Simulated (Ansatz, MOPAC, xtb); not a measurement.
Pair of molecules: C2H2 (SMILES C#C) (first 4 atoms) with H4OSi (SMILES O[SiH3]); geometry from B3LYP-D3(BJ)/def2-TZVP, rigid monomers moved along the line of their centres of mass till C2···H7 is 4.18 Å.
(charge 0, multiplicity 1):
```xyz
10

C     -0.146    -0.070     0.107
C     -1.213    -0.456     0.491
H      0.799     0.275    -0.237
H     -2.163    -0.795     0.829
O      1.206    -0.826     5.001
Si     1.020     0.553     5.885
H      0.876    -0.808     4.094
H      1.730     1.704     5.271
H      1.593     0.272     7.217
H     -0.410     0.930     6.029
```

Monomers are frozen at their geometry in the pair; levels with a basis set take the counterpoise correction.

Cores are frozen in the correlated methods. The state that PM7 reach isn't checked; PM7 holds dispersion and hydrogen-bond terms.

Run with Ansatz (Gaussian basis) for Hartree–Fock, density functionals and correlated methods; MOPAC for PM7 (differences of heats of formation); xtb for the GFN methods. 

Q: What interaction energy does GFN-FF give?

A: -16 meV

Ansatz is a program for electronic structure.
